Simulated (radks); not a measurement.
Task: Spin polarisation of the 2p2 shell in F3+. Start: [He] 2s2 2p(up 1, down 1); electrons of 2p are moved from spin down to spin up, other shells keep equal spins. Calculated with a radial shooting solver on a logarithmic mesh with Libxc functionals: non-relativistic Kohn-Sham, r2SCAN, spin-polarised, spherical densities, point nucleus; meta-GGA in the generalised Kohn-Sham scheme. Estimate the energy gained and the exchange splitting at a moment of 2 Bohr magnetons.

Result: At moment 2 the spin-polarisation energy is -4.022 eV and the 2p exchange splitting 8.052 eV, that is 4.026 eV per Bohr magneton; E = -I m^2/4 would give I = 4.022 eV.
